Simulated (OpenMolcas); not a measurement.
**Tc III: effect of the IPEA shift**

```
Program             : OpenMolcas 26.06
Basis               : ANO-RCC-VTZP [7s6p4d2f1g]
Scalar Hamiltonian  : DKH2, point nucleus
Active space        : 5 electrons in 5 orbitals (4d)
State averaging     : 2S+1 = 6 even, 1 root; 2S+1 = 4 even, 24 roots kept (CI in the orbitals of an earlier block); 2S+1 = 2 even, 75 roots kept (CI in the orbitals of an earlier block)
Spin-orbit coupling : state interaction with AMFI integrals over the reference wave functions, term energies averaged over their components
```

Methods on the same reference wave functions:
A. CASSCF
B. MS-CASPT2, IPEA 0 Eh, imaginary shift 0.1 Eh (closed shells correlated: 4s 4p)
C. MS-CASPT2, IPEA 0.25 Eh, imaginary shift 0.1 Eh (closed shells correlated: 4s 4p)

Energies in cm⁻¹ above 4d⁵ ⁶S_5/2.

```
               Level      A      B      C
          4d⁵ ⁶S_5/2    0.0    0.0    0.0
          4d⁵ ⁴G_5/2  24514  20820  20960
          4d⁵ ⁴G_7/2  24636  20970  21100
         4d⁵ ⁴G_11/2  24669  21030  21160
          4d⁵ ⁴G_9/2  24708  21070  21190
   4d⁵ ⁴P_5/2 [60 %]  27906  22640  23010
   4d⁵ ⁴P_3/2 [63 %]  28201  22970  23330
   4d⁵ ⁴P_1/2 [75 %]  28592  23460  23840
          4d⁵ ⁴D_7/2  30357  24530  24810
          4d⁵ ⁴D_1/2  30766  25070  25380
   4d⁵ ⁴D_3/2 [62 %]  31066  25460  25790
   4d⁵ ⁴D_5/2 [62 %]  31092  25470  25810
         4d⁵ ²I_11/2  35188  30860  31210
         4d⁵ ²I_13/2  35470  31210  31550
4d⁵ ²D_5/2(1) [55 %]  38835  31850  32800
4d⁵ ²D_3/2(1) [57 %]  39753  32590  33380
   4d⁵ ⁴F_7/2 [53 %]  40791  33770  34230
          4d⁵ ⁴F_9/2  40858  33830  34180
          4d⁵ ⁴F_5/2  41216  34250  34600
4d⁵ ²F_7/2(1) [57 %]  41524  34720  35510
   4d⁵ ⁴F_3/2 [57 %]  41967  34930  35460
4d⁵ ²F_5/2(1) [51 %]  43305  36300  37270
         4d⁵ ²H_11/2  44092  38090  38770
       4d⁵ ²G_7/2(1)  44709  37060  37960
```

Between B and C the level of the table that moves most is 4d⁵ ²F_5/2(1) [51 %], by 970 cm-1 (lowest in B, highest in C). Moves below CASPT2's spread within the term are not significant.

From A to B the spin-free energies of the other terms of 4d⁵ shown, above ⁶S, scale by factors of 0.81 to 0.88, as is usual when dynamic correlation screens the repulsion within a d or f shell.

The lowest spin-free term lies below A's lowest term by 0.377 hartree in B, 0.362 hartree in C.

CASPT2 does not keep the components of a term degenerate, so their means are used; among the terms shown or strongly mixed into the levels shown the widest spread is 580 cm-1 (4d⁵ ⁴F, C). Levels of configurations with an s electron are missing; early in the row they begin among the upper levels of the d shell and mix with terms of their name. Terms from blocks run as CI alone lack orbitals of their own. Without dynamic correlation excited terms often stand tens of per cent too high (terms of higher spin than the ground term too low), and those without a measured partner can miss by more than the paired ones (holds for A). Blocks of more than 70 roots (2S+1 = 2 even) ran without multistate coupling (holds for B; C). The CASPT2 spread within a term exceeds the gap to the next term for 4d⁵ ²D(1) and 4d⁵ ⁴F, so the order of their levels is uncertain, and so are names and mixing where such terms share a J (holds for C). Levels of configurations outside the active space are missing. Levels that lie high or do not pair safely by name in every column are left out.

A share in square brackets marks a mixed level and gives the weight of the term that names it, the lowest over the columns. A number in round brackets counts repeated terms of one configuration in the order of the reference energies.
